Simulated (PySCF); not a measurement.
This PySCF input asks for the NMR shieldings of SMILES CCC[Si](C)(C)O[SiH3], C5H16OSi2; the geometry comes from GFN2-xTB.

```python
import basis_set_exchange as bse
import numpy as np
from pyscf import gto, dft
from pyscf.prop import nmr

atoms = """
C     3.383592   -0.026237   -0.632247
C     1.993095   -0.634529   -0.489567
C     0.923279    0.433379   -0.274487
Si   -0.843345   -0.263360   -0.097008
C    -0.997506   -1.385153    1.433084
C    -1.406404   -1.158714   -1.679587
O    -1.861101    0.996521    0.118069
Si   -2.515875    2.447252    0.387116
H     3.416283    0.653909   -1.480899
H     4.131760   -0.801651   -0.783743
H     3.646367    0.533405    0.263119
H     1.989630   -1.325802    0.355205
H     1.756956   -1.210022   -1.386799
H     0.955188    1.135950   -1.109909
H     1.178478    1.012110    0.615827
H    -2.023460   -1.710433    1.576310
H    -0.692333   -0.864410    2.336066
H    -0.380441   -2.273130    1.338054
H    -1.280922   -0.530498   -2.556618
H    -0.840719   -2.070450   -1.843301
H    -2.456357   -1.429033   -1.620964
H    -2.181722    2.846271    1.754940
H    -1.952638    3.384047   -0.585586
H    -3.953541    2.260341    0.203947
"""
names = dict.fromkeys(["C", "Si", "O", "H"], "pcSseg-1")
basis = {el: gto.basis.parse(bse.get_basis(n, elements=[el], fmt="nwchem")) for el, n in names.items()}
mol = gto.M(atom=atoms, basis=basis, charge=0, verbose=0)
mf = dft.RKS(mol, xc="PBE0")
mf.grids.level = 2
mf.grids.alignment = dft.numint.BLKSIZE   # the property module wants whole blocks of grid points
mf.conv_tol = 1e-9
mf.kernel()

calc = nmr.RKS(mf)   # GIAO
C = mf.mo_coeff
Co = C[:, mf.mo_occ > 0]
resp = mf.gen_response(singlet=True, hermi=2)
def vind(x):   # induced exchange potential for any number of trial vectors
    d = np.einsum("pi,xij,qj->xpq", C, 2 * x.reshape(-1, C.shape[1], Co.shape[1]), Co, optimize=True)
    return np.einsum("xpq,pi,qj->xij", resp(d - d.transpose(0, 2, 1)), C, Co, optimize=True).ravel()
mo1, _ = nmr.rhf.solve_mo1(calc, with_cphf=vind)
sigma = calc.kernel(mo1)
for i, s in enumerate(sigma):   # ppm
    print("%2d %-2s %9.2f" % (i, mol.atom_pure_symbol(i), np.trace(s) / 3))
```

Question: What are the results?

Answer: 
```
 0 C     165.68
 1 C     166.26
 2 C     161.78
 3 Si    339.92
 4 C     186.87
 5 C     186.56
 6 O     306.35
 7 Si    396.59
 8 H      30.78
 9 H      30.38
10 H      30.78
11 H      30.61
12 H      30.61
13 H      31.05
14 H      31.12
15 H      31.51
16 H      31.58
17 H      31.79
18 H      31.60
19 H      31.81
20 H      31.46
21 H      26.59
22 H      26.59
23 H      26.59
```

These numbers come from an equivalent density-fitted implementation of the same equations, which agrees with the script to about 0.01 ppm for H and up to a few tenths of a ppm for heavy atoms, so last digits may differ.

Question: Turn these shieldings into chemical shifts. Shifts are taken against calculated references (same method and geometry level): 13C (σref 186.93) and 29Si (σref 349.16) and 1H (σref 31.72) against TMS; 17O (σref 336.08) against H2O.

Answer: Averaging equivalent atoms: C 2: 25.1; C 0: 21.2; C 1: 20.7; C 4/5: 0.2; Si 3: 9.2; Si 7: -47.4; O 6: 29.7; H 21/22/23: 5.13; H 11/12: 1.11; H 8/9/10: 1.07; H 13/14: 0.63; H 15/16/17/18/19/20: 0.09 ppm. Experimental scales use liquid or dissolved standards, which lie at an offset from isolated H2O (liquid H2O: subtract about 36 ppm).

Size and cost of the density-fitted run: 230 basis functions, 52 s wall time on 1 thread of an x86-64 server CPU, shared host.
